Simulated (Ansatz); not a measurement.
`C[Se][InH2]` + `C[O][GeH3]` → `C[Se][GeH3]` + `C[O][InH2]` at 700 K and 1 bar (redistribution).

Calculated with Ansatz (gas phase, PBE0-D4/def2-TZVP geometries, no zero-point term in ΔE). CCSD(T)/CBS is the MP2 limit (def2-TZVPP, def2-QZVPP) plus CCSD(T) − MP2 in def2-TZVPP, frozen cores. Elements past krypton have def2 core potentials. For Ge, In, Se outer-core shells are correlated without core-valence functions, which leaves a few kJ/mol of doubt a bond. Scalar relativity is left out up to krypton.

| species | CCSD(T)/CBS energy (Eh) | H − E (kJ/mol) | S (J/(mol·K)) |
| --- | --- | --- | --- |
| `C[Se][InH2]` | -2631.58862 | 195.1 | 443.3 |
| `C[O][GeH3]` | -2192.93708 | 231.6 | 399.1 |
| `C[Se][GeH3]` | -4518.49012 | 227.2 | 439.1 |
| `C[O][InH2]` | -306.01914 | 198.3 | 404.9 |

H − E and S are ideal-gas, rigid-rotor, harmonic terms from PBE0-D4/def2-TZVP. 1 Eh = 2625.50 kJ/mol, R = 8.31446 J/(mol·K).

Question: By hand: ΔE, ΔH, ΔS and ΔG.

Answer: ΔE = (-4518.49012) + (-306.01914) − (-2631.58862) − (-2192.93708) = 0.01644 Eh = 43.2 kJ/mol. Δ(H − E) = 227.2 + 198.3 − 195.1 − 231.6 = -1.2, so ΔH = 42.0 kJ/mol. ΔS = 439.1 + 404.9 − 443.3 − 399.1 = 1.6 J/(mol·K). ΔG = 42.0 − 700 × (1.6)/1000 = 40.9 kJ/mol.

Question: By hand: the equilibrium constant, and the temperature at which ΔG would vanish if ΔH and ΔS stayed fixed.

Answer: log₁₀ K = −ΔG/(RT ln 10) = -3.1. ΔG = 0 at ΔH/ΔS = 26250 K, far beyond where these terms or the molecules hold.

The number of gas molecules stays the same, so ΔS is small and ΔH decides. A doubt of 5 kJ/mol in ΔE shifts log₁₀ K by 0.4 here. Modes under 60 cm⁻¹, often nearly free rotors, make the harmonic entropy too high. These are equilibria of isolated gas molecules and say nothing of rates. Largest T1 diagnostic: 0.017 (customary marks: 0.02 for closed shells, 0.045 for open ones).
